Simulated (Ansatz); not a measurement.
A nudged elastic band was laid between two geometries of C$_{2}$H$_{7}$NSSi (12 atoms, charge 0, multiplicity 1).

Level of theory: Ansatz, RKS r2SCAN-D4/def2-SVP.

- movable images: 5
- climbing image: yes
- spring: 5.0 eV/Å²
- optimiser: quadratic models (default)
- start path: through a guess of the saddle point
- force threshold: 0.03 eV/Å
- iteration limit: 60
- end points: relaxed

Initial state:

```xyz
12
Properties=species:S:1:pos:R:3
N -0.544 1.476 0.352
C -0.182 0.200 -0.099
Si 1.418 -0.532 0.597
C -1.248 -0.721 -0.543
S -0.262 -0.228 -1.994
H -1.369 1.846 -0.121
H 0.210 2.156 0.268
H 1.550 -1.935 0.121
H 1.396 -0.507 2.095
H 2.566 0.303 0.136
H -2.275 -0.330 -0.511
H -1.184 -1.782 -0.267
```

Final state:

```xyz
12
Properties=species:S:1:pos:R:3
N -0.357 1.572 -0.023
C -0.173 0.187 -0.133
Si 1.426 -0.524 0.584
C -1.367 -0.681 -0.201
S -0.528 -0.715 -1.818
H -1.197 1.900 -0.500
H 0.440 2.107 -0.363
H 2.579 0.006 -0.202
H 1.365 -2.009 0.512
H 1.598 -0.095 2.009
H -2.342 -0.172 -0.181
H -1.366 -1.630 0.351
```

Task: Which bonds break or form, and what moves?

Result: No bond is made or broken. The dihedral S5–C2–Si3–H8 goes from -47 to 74°. The two ends are copies of one structure, up to a mirror image or an exchange of like atoms.

Task: What energy profile does the band end with?

Result: It converged. The highest image is number 3 of 0 to 6, 2.9 kcal/mol above the ends, which have the same energy within 2 meV. A vibrational analysis at the climbing image gives one clearly imaginary mode, 169i cm⁻¹: a first-order saddle point.

```
image  path coordinate (Å)  energy (kcal/mol)  dihedral S5–C2–Si3–H8 (°)
    0                 0.00                0.0                        -47
    1                 0.77                0.6                        -26
    2                 1.54                2.0                         -5
    3                 2.31                2.9                         16
    4                 3.03                2.1                         36
    5                 3.75                0.6                         55
    6                 4.47                0.0                         74
```

Task: What is the geometry of the highest image?

Result: 
```xyz
12
Properties=species:S:1:pos:R:3:forces:R:3
N -0.389 1.540 0.088 0.00 0.01 -0.01
C -0.165 0.177 -0.170 0.00 0.00 -0.01
Si 1.439 -0.535 0.570 0.00 0.00 0.01
C -1.353 -0.693 -0.302 0.01 0.00 -0.02
S -0.541 -0.554 -1.926 0.00 0.00 0.01
H -1.229 1.894 -0.371 0.00 0.00 0.01
H 0.399 2.131 -0.171 0.00 0.00 0.00
H 2.294 -1.200 -0.449 0.00 0.00 0.00
H 1.084 -1.521 1.636 0.00 0.00 0.00
H 2.203 0.594 1.186 0.00 0.00 0.00
H -2.330 -0.197 -0.211 -0.01 0.00 0.00
H -1.336 -1.691 0.154 -0.01 0.00 0.01
```

Task: What are the harmonic wavenumbers there?

Result: 169i, 183, 239, 306, 358, 395, 484, 606, 647, 661, 719, 769, 919, 921, 930, 946, 974, 1047, 1087, 1304, 1337, 1463, 1641, 2213, 2222, 2258, 3076, 3170, 3501, 3604 cm⁻¹.

The run took 4.1 min on 2 threads of Arm Neoverse V1, on a shared host, peak memory 0.18 GiB.
